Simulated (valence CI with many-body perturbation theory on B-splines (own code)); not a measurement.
## Level structure of Eu49+

Calculated by configuration interaction combined with many-body perturbation theory (CI+MBPT): four valence electrons over a frozen Dirac-Fock core [Ne], radial functions for each j: 11 s, 11 p, 10 d, 8 f, 5 g, 2 h, with the one-electron correlation potential Σ1 (screened to all orders), the two-electron term Σ2, the three-electron term Σ3, Breit, model QED; selected single and double excitations, second order for the rest, scaled by the run's own slope (own B-spline code, finite nucleus).

The last digits are not significant, and no measured levels were compared; by estimate large intervals hold to a few tenths of a per cent, small ones and those within an open d or f shell to about a per cent. Among the levels kept, up to 590 cm⁻¹ of a level comes from second order outside the variational space, and about a tenth of that is noise between levels of different J, which matters for small intervals.

Levels 91 to 135 of 177, with energies above the lowest level, (3s^2 3p1/2^2) J=0. "Leading %" is the weight of the configuration and term that name the level; weights of strongly mixed levels are sums over their largest components and can fall short. In the jj column 3d3/2^4 stands for four electrons in 3d with j = 3/2. Lifetimes count E1, E2, E3, M1 and M2 decay at the calculated energies, and are blank where another channel may lead or the interval is too uncertain; long ones can be off by a factor of two.

| No. | Configuration | Term | J | E (eV) | Leading % | g | Leading jj | Lifetime |
| --- | --- | --- | --- | --- | --- | --- | --- | --- |
| 91 | 3s.3p.3d2 | 5F° | 1 | 840.23 | 51 | 0.344 | 3s 3p1/2 3d3/2^2 (86 %) | 797 fs |
| 92 | 3p3.3d | 3D° | 3 | 840.49 | 16 | 1.135 | 3p1/2^2 3p3/2 3d5/2 (55 %) | 3.32 ps |
| 93 | 3s.3p2.3d | 3P | 0 | 840.80 | 73 |  | 3s 3p3/2^2 3d3/2 (64 %) | 661 fs |
| 94 | 3s.3p.3d2 | 5F° | 2 | 844.31 | 35 | 1.118 | 3s 3p1/2 3d3/2^2 (67 %) | 876 fs |
| 95 | 3s.3p.3d2 | 5D° | 1 | 844.65 | 45 | 1.485 | 3s 3p1/2 3d3/2^2 (82 %) | 1.43 ps |
| 96 | 3s.3p2.3d | 3D | 2 | 845.33 | 49 | 1.164 | 3s 3p3/2^2 3d3/2 (84 %) | 763 fs |
| 97 | 3s.3p2.3d | 3F | 3 | 846.36 | 36 | 1.021 | 3s 3p3/2^2 3d3/2 (78 %) | 679 fs |
| 98 | 3s.3p2.3d | 3D | 1 | 850.77 | 61 | 0.951 | 3s 3p3/2^2 3d3/2 (80 %) | 674 fs |
| 99 | 3s.3p.3d2 | 5P° | 1 | 850.96 | 18 | 1.451 | 3s 3p1/2 3d3/2 3d5/2 (48 %) | 3.06 ps |
| 100 | 3s.3p.3d2 | 5G° | 3 | 851.35 | 21 | 1.162 | 3s 3p1/2 3d3/2 3d5/2 (64 %) | 2.86 ps |
| 101 | 3s.3p.3d2 | 5G° | 4 | 852.05 | 50 | 1.143 | 3s 3p1/2 3d3/2 3d5/2 (93 %) | 6.83 ps |
| 102 | 3s.3p2.3d | 3F | 2 | 855.58 | 27 | 1.053 | 3s 3p3/2^2 3d3/2 (83 %) | 466 fs |
| 103 | 3s.3p.3d2 | 5D° | 2 | 855.85 | 30 | 1.321 | 3s 3p1/2 3d3/2 3d5/2 (72 %) | 1.74 ps |
| 104 | 3s.3p2.3d | 3D | 3 | 857.41 | 47 | 1.200 | 3s 3p3/2^2 3d5/2 (81 %) | 1.51 ps |
| 105 | 3s.3p2.3d | 3P | 1 | 857.47 | 35 | 1.330 | 3s 3p3/2^2 3d5/2 (77 %) | 963 fs |
| 106 | 3s.3p2.3d | 3P | 0 | 860.14 | 37 |  | 3s 3p3/2^2 3d5/2 (45 %) | 1.02 ps |
| 107 | 3s.3p.3d2 | 5P° | 1 | 860.40 | 29 | 1.598 | 3s 3p1/2 3d3/2 3d5/2 (52 %) | 2.38 ps |
| 108 | 3s.3p.3d2 | 3G° | 5 | 868.48 | 36 | 1.162 | 3s 3p1/2 3d3/2 3d5/2 (91 %) | 5.96 ps |
| 109 | 3s.3p.3d2 | 3G° | 3 | 869.10 | 43 | 1.001 | 3s 3p1/2 3d3/2 3d5/2 (89 %) | 3.46 ps |
| 110 | 3s.3p2.3d | 3D | 3 | 870.45 | 79 | 1.294 | 3s 3p3/2^2 3d5/2 (95 %) | 1.10 ps |
| 111 | 3s.3p.3d2 | 3H° | 4 | 871.02 | 47 | 0.956 | 3s 3p1/2 3d3/2 3d5/2 (93 %) | 4.36 ps |
| 112 | 3s.3p2.3d | 3F | 4 | 872.40 | 62 | 1.171 | 3s 3p3/2^2 3d5/2 (95 %) | 889 fs |
| 113 | 3s.3p.3d2 | 3F° | 2 | 873.25 | 24 | 1.012 | 3s 3p1/2 3d3/2 3d5/2 (82 %) | 3.27 ps |
| 114 | 3s.3p2.3d | 1D | 2 | 877.47 | 41 | 1.163 | 3s 3p3/2^2 3d5/2 (81 %) | 1.34 ps |
| 115 | 3s.3p.3d2 | 3D° | 1 | 878.93 | 52 | 0.924 | 3s 3p1/2 3d3/2 3d5/2 (73 %) | 2.23 ps |
| 116 | 3s.3p.3d2 | 3P° | 0 | 880.31 | 36 |  | 3s 3p1/2 3d3/2 3d5/2 (76 %) | 2.66 ps |
| 117 | 3s.3p.3d2 | 5D° | 3 | 882.35 | 32 | 1.321 | 3s 3p1/2 3d3/2 3d5/2 (87 %) | 1.02 ps |
| 118 | 3s.3p2.3d | 1D | 2 | 883.09 | 41 | 1.140 | 3s 3p3/2^2 3d5/2 (92 %) | 1.18 ps |
| 119 | 3s.3p2.3d | 3D | 3 | 884.45 | 47 | 1.219 | 3s 3p3/2^2 3d5/2 (89 %) | 864 fs |
| 120 | 3s.3p.3d2 | 5D° | 4 | 885.62 | 43 | 1.312 | 3s 3p1/2 3d3/2 3d5/2 (69 %) | 1.31 ps |
| 121 | 3s.3p.3d2 | 5D° | 2 | 887.70 | 25 | 1.436 | 3s 3p1/2 3d3/2 3d5/2 (92 %) | 943 fs |
| 122 | 3s.3p2.3d | 3P | 1 | 894.32 | 39 | 1.121 | 3s 3p3/2^2 3d5/2 (90 %) | 718 fs |
| 123 | 3s.3p.3d2 | 3F° | 2 | 896.02 | 25 | 1.163 | 3s 3p1/2 3d3/2 3d5/2 (78 %) | 842 fs |
| 124 | 3s.3p.3d2 | 3G° | 3 | 897.54 | 37 | 0.985 | 3s 3p1/2 3d3/2 3d5/2 (89 %) | 1.17 ps |
| 125 | 3s.3p.3d2 | 3D° | 1 | 901.61 | 36 | 1.015 | 3s 3p1/2 3d3/2 3d5/2 (77 %) | 848 fs |
| 126 | 3s.3p.3d2 | 3F° | 4 | 902.90 | 39 | 1.194 | 3s 3p1/2 3d5/2^2 (73 %) | 2.36 ps |
| 127 | 3s.3p2.3d | 1D | 2 | 905.68 | 44 | 1.099 | 3s 3p3/2^2 3d5/2 (89 %) | 637 fs |
| 128 | 3s.3p.3d2 | 3D° | 2 | 910.53 | 24 | 1.286 | 3s 3p1/2 3d5/2^2 (92 %) | 2.77 ps |
| 129 | 3s.3p.3d2 | 5G° | 5 | 910.65 | 26 | 1.185 | 3s 3p1/2 3d5/2^2 (87 %) | 4.81 ps |
| 130 | 3s.3p.3d2 | 3F° | 3 | 920.88 | 28 | 1.209 | 3s 3p1/2 3d5/2^2 (92 %) | 3.21 ps |
| 131 | 3s.3p.3d2 | 3G° | 4 | 922.28 | 27 | 1.079 | 3s 3p1/2 3d5/2^2 (84 %) | 3.24 ps |
| 132 | 3s.3p.3d2 | 3D° | 3 | 925.14 | 27 | 1.165 | 3s 3p1/2 3d5/2^2 (74 %) | 2.17 ps |
| 133 | 3s.3p.3d2 | 3D° | 2 | 928.62 | 30 | 1.107 | 3s 3p1/2 3d5/2^2 (79 %) | 2.25 ps |
| 134 | 3s.3p.3d2 | 3P° | 1 | 932.21 | 30 | 1.308 | 3s 3p1/2 3d5/2^2 (80 %) | 1.89 ps |
| 135 | 3s.3p.3d2 | 3P° | 0 | 932.80 | 73 |  | 3s 3p1/2 3d5/2^2 (87 %) | 2.72 ps |
